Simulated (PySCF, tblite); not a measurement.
Compound: C₅H₁₀SSi.
Cartesian coordinates in Å at the GFN2-xTB level; atoms count from 1:
```xyz
17
C5H10SSi angstrom
C      3.3941    0.9113    0.3793
C      2.3111    0.1966   -0.2589
C      1.4334   -0.3978   -0.8205
C      0.3355   -1.1080   -1.4194
S     -1.0626   -1.3509   -0.2403
Si    -1.6755    0.6851    0.0524
C     -3.2143    0.6258    1.1446
H      3.5567    1.8679   -0.1173
H      4.3108    0.3244    0.3273
H      3.1506    1.0921    1.4261
H      0.6371   -2.1153   -1.7096
H     -0.0540   -0.5746   -2.2879
H     -1.9605    1.2382   -1.2735
H     -0.5752    1.4158    0.6761
H     -2.9979    0.1671    2.1048
H     -3.5844    1.6291    1.3281
H     -4.0119    0.0547    0.6789
```

Level of theory: PBE0/def2-SVPD in PySCF (dipole) on a GFN2-xTB geometry, gas phase.

Take the most abundant isotopes and a rigid rotor. The values belong to one conformer with, in the numbering `[CH3:1][C:2]#[C:3][CH2:4][S:5][SiH2:6][CH3:7]`, C3–C4–S5–Si6 66°, C4–S5–Si6–C7 176°.

(1) What are A, B and C (GHz)?

(2) Classify the top.

(3) What does the inertial defect say?

(4) Give the other two planar moments, Paa and Pbb, and the rms extents of the mass along the axes.

(5) Which types of transition are allowed, and where do some lines up to J = 2 fall?

Answers

(1) Ia = 178.59, Ib = 580.14, Ic = 702.07 u·Å²; 505379 MHz·u·Å²/I gives 2830, 871.1 and 719.8 MHz, that is A = 2.8298, B = 0.8711, C = 0.7198 GHz.

(2) An asymmetric top; Ray's κ = -0.857.

(3) Not planar: Δ = Ic − Ia − Ib = -56.66 u·Å². For a rigid frame Δ = −2 Σ m c², so Σ m c² = 28.33 u·Å² lies off the ab plane: 10.11 from hydrogen and 18.22 from heavier atoms. The atom farthest from that plane is 1.88 Å away.

(4) Paa = Σ m a² = (Ib + Ic − Ia)/2 = 551.81 and Pbb = Σ m b² = (Ia + Ic − Ib)/2 = 150.26 u·Å². With the mass M = 130.03 u, the rms extents √(P/M) along a, b and c are 2.06, 1.07, 0.47 Å.

(5) The dipole components are |μa| = 0.62 D, |μb| = 1.29 D, |μc| = 0.60 D. The squared components, which scale the intensities, stand as 0.23 : 1.00 : 0.22 (a : b : c). Some lines, for components of 0.1 D or more:

```json
{"type": "a", "branch": "Q", "J(Ka,Kc)": "2(1,1) ← 2(1,2)", "MHz": "454", "lower level (cm⁻¹)": "0.219"}
{"type": "c", "branch": "Q", "J(Ka,Kc)": "2(1,2) ← 2(0,2)", "MHz": "1816", "lower level (cm⁻¹)": "0.159"}
{"type": "c", "branch": "Q", "J(Ka,Kc)": "1(1,1) ← 1(0,1)", "MHz": "1959", "lower level (cm⁻¹)": "0.053"}
{"type": "b", "branch": "Q", "J(Ka,Kc)": "2(1,1) ← 2(0,2)", "MHz": "2270", "lower level (cm⁻¹)": "0.159"}
{"type": "a", "branch": "R", "J(Ka,Kc)": "2(0,2) ← 1(0,1)", "MHz": "3174", "lower level (cm⁻¹)": "0.053"}
{"type": "b", "branch": "R", "J(Ka,Kc)": "1(1,1) ← 0(0,0)", "MHz": "3550", "lower level (cm⁻¹)": "0.000"}
{"type": "c", "branch": "R", "J(Ka,Kc)": "1(1,0) ← 0(0,0)", "MHz": "3701", "lower level (cm⁻¹)": "0.000"}
{"type": "b", "branch": "R", "J(Ka,Kc)": "2(1,2) ← 1(0,1)", "MHz": "4989", "lower level (cm⁻¹)": "0.053"}
{"type": "c", "branch": "R", "J(Ka,Kc)": "2(1,1) ← 1(0,1)", "MHz": "5443", "lower level (cm⁻¹)": "0.053"}
{"type": "b", "branch": "Q", "J(Ka,Kc)": "2(2,0) ← 2(1,1)", "MHz": "5884", "lower level (cm⁻¹)": "0.235"}
{"type": "b", "branch": "Q", "J(Ka,Kc)": "2(2,1) ← 2(1,2)", "MHz": "6330", "lower level (cm⁻¹)": "0.219"}
{"type": "b", "branch": "R", "J(Ka,Kc)": "2(2,1) ← 1(1,0)", "MHz": "9209", "lower level (cm⁻¹)": "0.123"}
```

Its GFN2-xTB frequencies are all real (lowest 21 cm⁻¹). Constants of a rigid frame at the computed geometry: no zero-point averaging, no centrifugal distortion. A rigid rotor knows nothing of internal rotation, which can split or shift real lines.

Hardware: one thread, Arm Neoverse N1 (aarch64), on a shared host. Cost: 74 s, 0.87 GiB resident at most. This is the PBE0/def2-SVPD job that gave the dipole, with the excitations it also computed.
